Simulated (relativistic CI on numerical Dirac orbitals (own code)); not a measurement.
Spin-allowed bands of a d8 ion in a tetrahedral site, by hand

Problem. Take Δ = 7490 cm⁻¹ and B = 590 cm⁻¹ for a d8 ion in a tetrahedral site. Calculate the three spin-allowed bands.

Working.
1. The terms of highest spin are 3F (energy 0) and 3P (15B = 8850 cm⁻¹). Here the F term splits into A2 at +1.2Δ = 8988, T2 at +0.2Δ = 1498 and T1 at −0.6Δ = -4494 cm⁻¹.
2. The two T1 states mix through the element 0.4Δ: H = [[-4494, 2996], [2996, 8850]], with roots ½(H₁₁ + H₂₂) ∓ ½√[(H₂₂ − H₁₁)² + 4H₁₂²] = ½(4356) ∓ ½(14628) = -5136 and 9492 cm⁻¹.
3. The ground term is 3T1 at -5136 cm⁻¹.
4. Bands: 3T2 6634 cm⁻¹ (1507 nm), 3A2 14124 cm⁻¹ (708 nm), 3T1(P) 14628 cm⁻¹ (684 nm).

Check. Exact diagonalisation of the whole d8 shell with these parameters gives 3T2 6634, 3A2 14124, 3T1 14628 cm⁻¹. The match is exact, since without spin-orbit coupling no other term has this spin. The ratio of the second band to the first, 2.129, depends on Δ/B = 12.7 alone, which is how a Tanabe-Sugano diagram is read.
